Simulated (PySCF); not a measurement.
Polarisability and C₆ of Ti (titanium, neutral)

[Ar] 3d2 4s2, high-spin 3F determinant. Calculation: PySCF 2.14, in aug-cc-pVTZ with one added diffuse shell each of s, p, d, f, g type (9s8p6d4f3g, 118 functions); the non-relativistic Hamiltonian (point nucleus). Coupled (time-dependent) response in atomic units; α is the mean over directions.

| method | mean α (bohr³) | C₆ (like pair) | S(−4) |
| --- | --- | --- | --- |
| UHF | 164.4 | 1792 | 218600 |
| PBE | 106.8 | 1243 | 6095 |

S(−4) is the Cauchy moment in α(ω) = α(0) + S(−4) ω² + …

Reference α: 87 ± 10 bohr³ (recommended; Schwerdtfeger and Nagle, table of static dipole polarizabilities (2023 update)). Published C₆: 1044 (Chu and Dalgarno (2004); Tang, Norbeck and Certain (1976)).

Hartree-Fock lies above the reference because it lacks correlation, which contracts the outer shell.

α(iu) at PBE:

```
u (hartree)  α(iu) (bohr³)
          0          106.8
     0.0500          93.86
      0.100          70.26
      0.200          37.03
      0.300          21.97
      0.500          10.73
      0.750          6.110
       1.00          4.140
       1.50          2.385
       2.00          1.582
       3.00         0.8500
       5.00         0.3617
```

A single London oscillator, α(iu) = α/(1 + u²/ω²), gives C₆ = (3/4) ω α². Matching the computed C₆ needs ω = 4 × 1243 / (3 × 106.8²) = 0.145 hartree.
